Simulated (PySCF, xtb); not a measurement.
Nb(OH)4(SH) (H5NbO4S), SMILES [OH][Nb]([OH])([OH])([OH])[SH], multiplicity 1. The values are those of a single conformer.

Harmonic wavenumbers (cm⁻¹) from GFN2-xTB (xtb) at its own minimum, in rising order: 64, 96, 123, 137, 148, 163, 195, 211, 294, 298, 315, 322, 349, 439, 449, 480, 486, 515, 543, 568, 580, 647, 2398, 3604, 3608, 3616, 3623.

Question: What does PBE-D3(BJ)/def2-SVP (PySCF) give at its own minimum? (An estimate is asked for; the answer gives what the named calculation found.)

Answer: 66, 127, 144, 194, 198, 215, 245, 261, 286, 307, 335, 359, 426, 491, 530, 548, 576, 646, 691, 699, 718, 728, 2616, 3739, 3744, 3773, 3809. Paired by order, the mean absolute difference is 82 cm⁻¹ and the zero-point energies are 34.7 and 37.8 kcal/mol.
